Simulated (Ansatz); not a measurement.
Total energies of `CC(C)[NH][Hf]([OH])([OH])[OH]`.

```xyz
19

C    -0.4958   -1.4179    1.9775
C    -0.7657   -1.0329    0.5296
C     0.2631   -1.6567   -0.3982
N    -0.7673    0.4075    0.3568
Hf    0.2752    1.6388   -0.8989
O     2.1656    1.6485   -0.4462
O     0.1014    1.0364   -2.7386
O    -0.5150    3.3766   -0.5813
H    -0.5333   -2.5026    2.1129
H    -1.2373   -0.9709    2.6454
H     0.4918   -1.0623    2.2846
H    -1.7507   -1.4410    0.2520
H     0.0498   -1.4136   -1.4428
H     1.2679   -1.2926   -0.1543
H     0.2713   -2.7442   -0.3014
H    -1.4159    0.8469    1.0000
H     2.8661    1.5196    0.1848
H     0.4624    0.7842   -3.5818
H    -0.7337    4.2763   -0.7998
```

Total charge 0; spin multiplicity 1. Correlated methods include outer-core shells of Hf, which these sets cover unevenly. Hf takes the def2 core potential. The structure was optimised at the PBE0-D4/def2-TZVP level. It is one conformer, not always the lowest. Basis def2-TZVPP, Ansatz.

RPA on PBE orbitals: Hartree–Fock energy of these orbitals -446.84580 Eh, correlation -2.79761 Eh (frozen core).

| functional | energy without D4 (Eh) | D4 term (kJ/mol) |
| --- | --- | --- |
| PBE | -449.35352 | -41.8 |
| ωB97X-V | -449.66155 | – |

**Question.** Give the same for LDA (SPW92), revPBE, BLYP, r2SCAN, B97M-V, PBE0, B3LYP, r2SCANh, r2SCAN0, HSE06 (plane-wave form), BHLYP, CAM-B3LYP, LC-ωPBE, ωB97M-V, B2PLYP, PBE-QIDH. (Estimate.)

**Answer.** Computed: 
| functional | energy without D4 (Eh) | D4 term (kJ/mol) |
| --- | --- | --- |
| LDA (SPW92) | -446.50437 | – |
| revPBE | -449.72071 | -119.0 |
| BLYP | -449.66201 | -88.1 |
| r2SCAN | -449.62058 | -11.6 |
| B97M-V | -449.74276 | – |
| PBE0 | -449.34158 | -36.0 |
| B3LYP | -449.83713 | -65.9 |
| r2SCANh | -449.58033 | -12.2 |
| r2SCAN0 | -449.52227 | -13.4 |
| HSE06 (plane-wave form) | -449.31968 | -33.7 |
| BHLYP | -449.48357 | -51.3 |
| CAM-B3LYP | -449.60847 | -36.7 |
| LC-ωPBE | -449.59778 | – |
| ωB97M-V | -449.57673 | – |
| B2PLYP | -449.40948 | – |
| PBE-QIDH | -449.21619 | – |

B3LYP takes the VWN-RPA correlation (the form of Gaussian; ORCA's B3LYP/G). HSE06 is the plane-wave form, built on full-range PBE exchange. The double hybrids freeze the cores in their second-order part.

LC-ωPBE has ω = 0.4 bohr⁻¹.
